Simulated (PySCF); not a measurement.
## Worked example: refractive index and permittivity of the vapour

Ga(H)2(OMe) (CH5GaO), SMILES C[O][GaH2].

The structure is a stationary point at B3LYP-D3(BJ)/def2-SVP.

HF/def2-TZVPD in PySCF gives a mean static polarisability of 43.6 bohr³ and a dipole moment of 1.35 D. Take an ideal gas at 298.15 K and 0.1 bar, whether or not the substance is that volatile.

Q: Work out n − 1 in the optical limit and the static ε − 1.

A: 
Polarisability volume α' = 43.6 × 0.148185 = 6.46 Å³. Number density N = p/kT = 2.43e-6 Å⁻³.
Dilute limit of Lorentz–Lorenz: n − 1 = 2π N α' = 9.9e-5.
Orientation term of Debye: μ²/(3kT) = 8.098 Å³ × μ²(D²) = 14.76 Å³.
ε − 1 = 4π N (α' + μ²/3kT) = 0.00065. Orientation of the dipole supplies 70 % of the static response; it can't follow optical fields. Vibrational polarisation and dispersion are left out.
